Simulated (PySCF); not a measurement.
# Ca⁺: ionisation energy

Ca⁺ [Ar] 4s1 (2S) → Ca²⁺ [Ar] (1S), as a difference of total energies. Computed with PySCF 2.14 in x2c-TZVPall, with scalar relativity by spin-free X2C-1e. The calculations carry no spin-orbit coupling.

```json
{"method": "UHF", "ionisation energy (eV)": "11.359", "error (eV)": "-0.513"}
{"method": "BP86", "ionisation energy (eV)": "12.035", "error (eV)": "+0.163"}
{"method": "B3LYP", "ionisation energy (eV)": "12.129", "error (eV)": "+0.257"}
```

Reference: 11.872 eV (measured; NIST Atomic Spectra Database, ionization energies).
